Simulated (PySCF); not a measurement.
**Electronic absorption of BeI2**

Species: BeI2.
SMILES: `[I][Be][I]`

The calculation used TDDFT wB97X-D/def2-SVPD, vertical, gas phase, core orbitals frozen in the response, def2 core potentials past Kr in PySCF 2.14.0, density-fitted response routines. Geometry: PBE0-D3(BJ)/def2-SVP; no solvent, vibrations or thermal averaging. Spin–orbit coupling is left out.

List the vertical singlet excitations with oscillator strengths and describe the spectrum.

| state | E (eV) | ν̃ (cm⁻¹) | f | symmetry | main configurations (H = HOMO, L = LUMO) |
| --- | --- | --- | --- | --- | --- |
| S1 | 5.74 | 46280 | 0.0000 | – | H-1/H→L/L+1 (≥85%) |
| S2 | 5.78 | 46620 | 0.0000 | – | H-1/H→L/L+1 (97%) |
| S3 | 5.78 | 46620 | 0.0000 | – | H-1/H→L/L+1 (97%) |
| S4 | 6.23 | 50250 | 0.0000 | – | H-3/H-2→L/L+1 (≥74%) |
| S5 | 6.23 | 50260 | 0.0000 | – | H-1/H→L+2 (≥85%) |
| S6 | 6.23 | 50260 | 0.0000 | – | H-1/H→L+2 (≥85%) |
| S7 | 6.24 | 50350 | 0.0000 | – | H-3/H-2→L/L+1 (≥85%) |
| S8 | 6.24 | 50350 | 0.0000 | – | H-3/H-2→L/L+1 (≥85%) |
| S9 | 6.56 | 52940 | 0.581 | Σu+ | H-1/H→L/L+1 (≥77%) |

Triplets (Tamm–Dancoff): T1 5.44 eV, H-1/H→L/L+1 (≥84%); T2 5.59 eV, H-1/H→L/L+1 (≥97%); T3 5.59 eV, H-1/H→L/L+1 (≥97%).

The lowest singlet lies at 5.74 eV (216 nm, ultraviolet) and is dark (f under 0.0005); its leading configuration is HOMO-1/HOMO→LUMO/LUMO+1 (≥85%). The strongest level in the table is S9 at 6.56 eV (189 nm, f = 0.581). It is the last of those listed, so stronger ones may follow. S2/S3, S4/S5/S6 and S7/S8 lie within about 0.01 eV of each other in each set; the point group D∞h has degenerate representations, and within a degenerate level the listed configurations can mix freely. Löwdin shares by element: HOMO (one of a set within 0.03 eV) iodine 100%; LUMO (one of a set within 0.03 eV) iodine 51%, beryllium 49%. Weighted by f, the mean energy of these states is 6.56 eV. Of the 9 states listed, 1 reaches f = 0.01 and 8 stay under 0.0005. All these states lie below the vertical ionisation energy of 10.07 eV (ΔSCF). Symmetry labels in D∞h follow from the direction of the transition dipole and are given only for states with f of 0.002 or more. Orbitals of the list HOMO-3 to LUMO+2 that lie within 0.01 eV of each other are written together with a slash and their weights summed (≥ marks a lower bound); for degenerate orbitals outside that list single weights are arbitrary. Only the lowest 10 singlets were computed, as vertical energies without vibronic structure. The highest level found (6.80 eV, f 0.143 so far) is left out, since the window may have cut off a degenerate partner.
